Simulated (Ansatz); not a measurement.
The same path of C₂H₅LiSi (9 atoms, charge 0, multiplicity 1) was run twice with different band settings. The coordinate that changes most is the dihedral Li1–Si2–C4–H8.

Computed with Ansatz, RKS revPBE-D4/def2-SVP.

Relaxed end points:

```xyz
9
Properties=species:S:1:pos:R:3
Li -2.106 -0.255 2.337
Si -0.492 0.030 0.528
C -0.211 1.652 -0.089
C 0.594 -1.261 -0.403
H -0.738 2.537 0.314
H 0.499 1.887 -0.905
H 1.275 -1.793 0.295
H 1.211 -0.762 -1.179
H -0.033 -2.034 -0.897
```

```xyz
9
Properties=species:S:1:pos:R:3
Li -1.636 -0.130 2.696
Si -0.395 0.053 0.603
C -0.388 1.606 -0.222
C 0.640 -1.250 -0.369
H -0.925 2.488 0.172
H 0.145 1.795 -1.174
H 0.014 -2.117 -0.671
H 1.471 -1.650 0.251
H 1.073 -0.796 -1.285
```

Common settings: climbing image yes; spring 5.0 eV/Å²; optimiser quadratic models (default); start path through a guess of the saddle point; force threshold 0.05 eV/Å; iteration limit 60; end points relaxed.

| run | movable images |
| --- | --- |
| 1 | 5 |
| 2 | 3 |

**Question.** What does each run give, and how far can it be trusted?

**Answer.** Run 1: converged after 10 iterations, highest image 0.025 eV above the first end. A vibrational analysis at the climbing image gives one clearly imaginary mode, 100i cm⁻¹: a first-order saddle point.
Run 2: converged after 10 iterations, highest image 0.025 eV above the first end. Another band between the same ends (5 images) ends at a top of the same energy, where a vibrational analysis finds 1 clearly imaginary mode. So few images can step over the top or miss a turn of the path.
